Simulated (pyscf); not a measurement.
Optimised with ωB97X-D3(BJ)/def2-SVPD in PySCF.

Task: Estimate by transition-state theory (the high-pressure limit) the rate constant of H₃C–C⁻(CH₃)–OH -> H₃C–CH(CH₃)–O⁻ (singlet surface; H–O broken, C–H formed) at 1200 K, with ωB97M-D3(BJ)/def2-TZVPD energies (ideal gas, 1 atm, RRHO with modes under 100 cm⁻¹ raised to 100, one conformer, R ln 2 for rigid chiral ones; no tunnelling).

Result: The electronic barrier is 23.4 kcal/mol and the thermal terms add -1.3, so ΔG‡ = 22.1 kcal/mol. With k_BT/h = 2.50e+13 s⁻¹ and RT = 2.385 kcal/mol, k = 2.3e+09 s⁻¹, a half-life of 3.0e-10 s through this channel alone. Wigner's tunnelling factor for 1652i cm⁻¹ would be 1.16. A shift of 1 kcal/mol in the barrier changes k by a factor 1.5. This is the saddle that the search found; another between the same sides may lie lower.
